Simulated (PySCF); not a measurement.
C2H5NO2Si, SMILES N1[SiH2]OCOC=1.

Geometry optimised at PBE-D3(BJ)/def2-SVP. The structure was generated by enumeration, and PubChem lists no compound with its InChIKey, so it may never have been made. The values are those of a single conformer.

Calculation: PBE-D3(BJ)/def2-SVP (PySCF 2.14.0).

Frequencies are harmonic and unscaled.

Problem. Give all harmonic wavenumbers and intensities. (The exact figures need the calculation; the answer reports its results.)

Solution. 
```csv
mode,ν (cm⁻¹),IR (km/mol),moving atoms (share of kinetic energy)
1,156,2.9,"O 43 %, H 23 %, N 21 %, Si 11 %"
2,213,3.9,"H 39 %, C 28 %, O 20 %, N 11 %"
3,356,5.1,"H 30 %, O 27 %, C 22 %, N 12 %, Si 10 %"
4,401,17.8,"Si 24 %, O 22 %, N 21 %, C 17 %, H 16 %"
5,502,7.7,"O 61 %, C 21 %, N 10 %"
6,659,86.3,"H 65 %, Si 20 %, N 8 %"
7,669,5.7,H 91 %
8,718,30.7,"O 45 %, Si 33 %, H 11 %, C 9 %"
9,734,29.1,"N 48 %, Si 26 %, H 10 %, O 8 %"
10,788,4.4,"H 40 %, O 33 %, C 15 %"
11,810,21.3,"H 38 %, O 29 %, C 16 %, N 12 %"
12,905,94.3,"C 62 %, H 21 %, O 13 %"
13,938,157.2,H 91 %
14,951,4.9,"H 62 %, C 33 %"
15,1071,211.7,"C 44 %, O 33 %, H 17 %"
16,1100,38.7,"H 45 %, C 43 %, O 10 %"
17,1177,265.9,"O 47 %, C 35 %, H 14 %"
18,1250,1.7,H 95 %
19,1354,1.4,H 87 %
20,1383,0.9,"H 80 %, C 10 %"
21,1441,3.6,"H 91 %, C 8 %"
22,1676,376.7,"C 55 %, N 40 %"
23,2173,127.9,H 97 %
24,2219,98.4,H 97 %
25,2890,63.8,H 94 %
26,3025,43.2,"H 92 %, C 8 %"
27,3054,25.5,"H 91 %, C 9 %"
```
